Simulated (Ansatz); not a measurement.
Calculated with Ansatz (gas phase, PBE0-D4/def2-TZVP geometries, no zero-point term in ΔE). CCSD(T)/CBS adds triple-zeta CCSD(T) − MP2 to the extrapolated MP2 energy (def2 sets, frozen cores). Functionals use def2-TZVPP. Each species was taken in one conformer, which may not be the lowest.

Reaction (isomerisation): `C/C=N\[SiH2]Cl` → `N=C([SiH3])CCl`

```csv
level,ΔE (kcal/mol)
PBE,50.3
MP2/CBS(def2),54.2
```

(1) What does CCSD(T)/CBS give? (An estimate is asked.)

Largest T1 diagnostic among the species: 0.012.

Results:

(1) Computed: +52.1 kcal/mol. The listed levels differ from it by -1.8, 2.1 kcal/mol.

From PBE to PBE0 (25 % exact exchange), in def2-TZVPP and without D4, ΔE moves by +1.8 kcal/mol. In def2-TZVPP, CCSD(T) changes the Hartree–Fock value by −6.1 kcal/mol (the triples alone add −1.0 kcal/mol) and MP2 by −4.0 kcal/mol.
